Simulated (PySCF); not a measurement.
# Magnetisability: `[H]/N=C\CCO[SiH2]O`, C₃H₉NO₂Si

Molfile (atoms numbered from 1):
```
C3H9NO2Si
     RDKit          3D

 16 15  0  0  0  0  0  0  0  0999 V2000
    2.7187    1.6934   -0.5130 N   0  0  0  0  0  0  0  0  0  0  0  0
    1.6236    1.0983   -0.6253 C   0  0  0  0  0  0  0  0  0  0  0  0
    1.3722   -0.3738   -0.7790 C   0  0  0  0  0  0  0  0  0  0  0  0
    0.3143   -0.8541    0.2176 C   0  0  0  0  0  0  0  0  0  0  0  0
   -0.9121   -0.2650   -0.0778 O   0  0  0  0  0  0  0  0  0  0  0  0
   -2.2837   -0.3275    0.7978 Si  0  0  0  0  0  4  0  0  0  0  0  0
   -3.3386    0.5551   -0.0505 O   0  0  0  0  0  0  0  0  0  0  0  0
    3.5414    1.0896   -0.5340 H   0  0  0  0  0  0  0  0  0  0  0  0
    0.7293    1.7140   -0.6045 H   0  0  0  0  0  0  0  0  0  0  0  0
    0.9972   -0.5550   -1.7902 H   0  0  0  0  0  0  0  0  0  0  0  0
    2.2948   -0.9417   -0.6355 H   0  0  0  0  0  0  0  0  0  0  0  0
    0.6209   -0.5967    1.2395 H   0  0  0  0  0  0  0  0  0  0  0  0
    0.2211   -1.9461    0.1600 H   0  0  0  0  0  0  0  0  0  0  0  0
   -2.8241   -1.6808    0.8705 H   0  0  0  0  0  0  0  0  0  0  0  0
   -2.0532    0.2511    2.1215 H   0  0  0  0  0  0  0  0  0  0  0  0
   -3.0296    1.1481   -0.7313 H   0  0  0  0  0  0  0  0  0  0  0  0
  8  1  1  0
  1  2  2  0
  2  3  1  0
  3  4  1  0
  4  5  1  0
  5  6  1  0
  6  7  1  0
  2  9  1  0
  3 10  1  0
  3 11  1  0
  4 12  1  0
  4 13  1  0
  6 14  1  0
  6 15  1  0
  7 16  1  0
M  END
```

Computed, not measured: GIAO HF/pcSseg-1 magnetisability, rotational g tensor and spin-rotation constants, non-relativistic, gas phase (PySCF). Geometry: GFN2-xTB.

Question: What are the magnetisability and the molar susceptibility?

Answer: Isotropic -1085 × 10⁻³⁰ J/T², or -65.3 × 10⁻⁶ cm³/mol; principal values -1157, -1086, -1011 × 10⁻³⁰ J/T², anisotropy 126 × 10⁻³⁰ J/T² (root of half the summed squared differences of the principal values). The susceptibility is in cgs units.

Question: Split it along the inertial axes a, b, c into diamagnetic and paramagnetic parts about the centre of mass, with the quadrupole moment.

Answer: 
| axis | χ (10⁻⁶ cm³/mol) | diamagnetic (10⁻⁶ cm³/mol) | paramagnetic (10⁻⁶ cm³/mol) | summed x² of all electrons (Å²) | quadrupole Θ (D Å) |
| --- | --- | --- | --- | --- | --- |
| a | -61.3 | -341.3 | 280.0 | 310.6 | -11.52 |
| b | -65.7 | -1427.7 | 1361.9 | 54.5 | +6.82 |
| c | -68.9 | -1549.1 | 1480.1 | 25.9 | +4.70 |

Anisotropies 2χaa − χbb − χcc = +12.1 and 2χbb − χaa − χcc = -1.2 × 10⁻⁶ cm³/mol. Θ is traceless in Buckingham's convention.

Question: And the rotational g tensor?

Answer: 
```csv
axis,rotational constant (GHz),g,nuclear part,electronic part
a,5.3170,-0.0699,0.6295,-0.6994
b,0.8831,-0.0143,0.5507,-0.5650
c,0.8108,-0.0114,0.5524,-0.5638
```
Asymmetric top; isotopes 12C, 1H, 14N, 16O, 28Si; no vibrational averaging.
